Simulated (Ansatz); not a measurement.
Reaction (ligand exchange at the Si–O bond): `CCCO[SiH3]` + `[NH2][GaH][SiH3]` → `[SiH3][NH][GaH][SiH3]` + `CCCO`

Calculated with Ansatz (gas phase, PBE0-D4/def2-TZVP geometries, no zero-point term in ΔE). CCSD(T)/CBS is the MP2 limit (def2-TZVPP, def2-QZVPP) plus CCSD(T) − MP2 in def2-TZVPP, frozen cores. DFT in def2-TZVPP. B3LYP here is the variant with VWN-RPA as its local correlation; programs differ in this. For Ga outer-core shells are correlated without core-valence functions, which leaves a few kJ/mol of doubt a bond. Scalar relativity is left out up to krypton. One conformer a species, not always the lowest.

`CCCO[SiH3]`:

Cartesian coordinates in Å:
```
C -0.308 2.326 0.593
C -0.642 0.855 0.768
C 0.157 -0.021 -0.169
O -0.191 -1.377 0.031
Si 0.497 -2.598 -0.822
H 0.750 2.521 0.793
H -0.891 2.946 1.276
H -0.520 2.665 -0.425
H -1.706 0.679 0.584
H -0.444 0.536 1.795
H 1.233 0.122 0.012
H -0.039 0.268 -1.211
H -0.120 -3.854 -0.336
H 0.251 -2.434 -2.282
H 1.972 -2.633 -0.608
```

`[NH2][GaH][SiH3]`:

Cartesian coordinates in Å:
```
N -1.483 -0.167 -1.293
Ga 0.124 -0.703 -0.638
Si 0.984 0.496 1.258
H -1.941 -0.593 -2.082
H -2.023 0.590 -0.911
H 0.789 -1.906 -1.391
H 1.187 -0.416 2.419
H 0.061 1.583 1.691
H 2.302 1.116 0.946
```

`[SiH3][NH][GaH][SiH3]`:

Cartesian coordinates in Å:
```
Si -1.197 1.837 1.306
N -0.240 0.898 0.221
Ga -0.057 -0.930 0.147
Si 1.399 -1.806 -1.555
H -0.372 2.779 2.115
H -2.216 2.658 0.592
H -1.889 0.892 2.219
H 0.292 1.413 -0.467
H -0.882 -1.721 1.217
H 2.001 -0.716 -2.372
H 2.509 -2.593 -0.949
H 0.653 -2.711 -2.474
```

`CCCO`:

```xyz
12

C    -0.732    1.271    0.414
C    -0.340    0.079   -0.441
C     0.633   -0.842    0.267
O     0.969   -1.987   -0.488
H     0.142    1.868    0.690
H    -1.428    1.928   -0.112
H    -1.217    0.950    1.340
H     0.115    0.428   -1.377
H    -1.226   -0.500   -0.722
H     1.535   -0.280    0.553
H     0.185   -1.218    1.191
H     1.364   -1.696   -1.314
```

```tsv
level	ΔE (kcal/mol)	difference from CCSD(T)/CBS
PBE-D4	7.3	-0.7
r2SCAN-D4	8.5	0.5
PBE0-D4	7.3	-0.7
B3LYP-D4	8.6	0.6
ωB97M-V	8.4	0.4
B2PLYP	8.8	0.8
r2SCAN	8.5	0.5
B3LYP	9.1	1.1
HF/def2-TZVPP	9.7	1.7
MP2/def2-TZVPP	7.9	-0.1
CCSD(T)/def2-TZVPP	7.7	-0.3
HF/def2-QZVPP	9.9	1.9
MP2/def2-QZVPP	8.1	0.1
SCS-MP2/def2-QZVPP	8.5	0.5
HF/CBS(def2)	10.0	2.0
CCSD/CBS(def2)	8.3	0.3
CCSD(T)/CBS	8.0	0
```

Largest T1 diagnostic among the species: 0.015.

In def2-TZVPP, CCSD(T) changes the Hartree–Fock value by −2.0 kcal/mol (the triples alone add −0.3 kcal/mol) and MP2 by −1.9 kcal/mol.
